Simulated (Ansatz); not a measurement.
Cartesian coordinates in Å:
```
C 0.742 0.263 1.146
C 0.463 -0.246 -0.235
O -0.561 -1.311 -0.289
Si -1.078 0.013 -1.152
H -0.172 0.582 1.652
H 1.425 1.115 1.102
H 1.209 -0.518 1.755
H 1.354 -0.540 -0.790
H -1.184 -0.145 -2.620
H -2.198 0.787 -0.571
```

Charge 0, multiplicity 1.

(1) List the B3LYP/def2-TZVPP orbital energies in eV (Ansatz 0.2.0). (An estimate is asked.)

Answers

(1) The calculation gave: Occupied: -1799.44, -520.35, -278.03, -276.73, -143.96, -99.31, -99.26, -99.24, -27.59, -20.28, -16.23, -14.51, -12.81, -11.67, -11.56, -10.57, -9.99, -9.88, -7.87, -7.11. Lowest empty: -0.70, 0.79, 1.03, 1.52, 2.17, 2.62, 3.05, 3.35.

B3LYP here is the variant with VWN-RPA as its local correlation; programs differ in this.
